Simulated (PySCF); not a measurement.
Computed IR spectrum (relative IR intensity) of a molecule C₂H₇InO. The structure is a stationary point at PBE-D3(BJ)/def2-SVP. The def2 effective core potentials stand for the cores of In; spin–orbit coupling is left out. The values are those of a single conformer. Level of theory: PBE-D3(BJ)/def2-SVP (PySCF). Frequencies are harmonic and unscaled.

Lines under 2 % of the strongest are left out, and lines within 2 cm⁻¹ are merged.

```json
[
 {"ν (cm⁻¹)": "55", "relative intensity": "2.5"},
 {"ν (cm⁻¹)": "136", "relative intensity": "2.8"},
 {"ν (cm⁻¹)": "364", "relative intensity": "6.5"},
 {"ν (cm⁻¹)": "441", "relative intensity": "29"},
 {"ν (cm⁻¹)": "490", "relative intensity": "32"},
 {"ν (cm⁻¹)": "507", "relative intensity": "34"},
 {"ν (cm⁻¹)": "548", "relative intensity": "56"},
 {"ν (cm⁻¹)": "879", "relative intensity": "8.5"},
 {"ν (cm⁻¹)": "1063", "relative intensity": "8.0"},
 {"ν (cm⁻¹)": "1136", "relative intensity": "100"},
 {"ν (cm⁻¹)": "1320", "relative intensity": "17"},
 {"ν (cm⁻¹)": "1351", "relative intensity": "33"},
 {"ν (cm⁻¹)": "1405", "relative intensity": "4.4"},
 {"ν (cm⁻¹)": "1743", "relative intensity": "44"},
 {"ν (cm⁻¹)": "1781", "relative intensity": "100"},
 {"ν (cm⁻¹)": "2888", "relative intensity": "65"},
 {"ν (cm⁻¹)": "2916", "relative intensity": "22"},
 {"ν (cm⁻¹)": "2953", "relative intensity": "8.1"},
 {"ν (cm⁻¹)": "3040", "relative intensity": "15"},
 {"ν (cm⁻¹)": "3051", "relative intensity": "18"}
]
```

Task: Pick the molecule that these values belong to.
A) [CH3][In]([CH3])[OH]
B) CC[O][InH2]
C) C[O][InH][CH3]
D) C[CH2][InH][OH]

Result: B, CC[O][InH2]
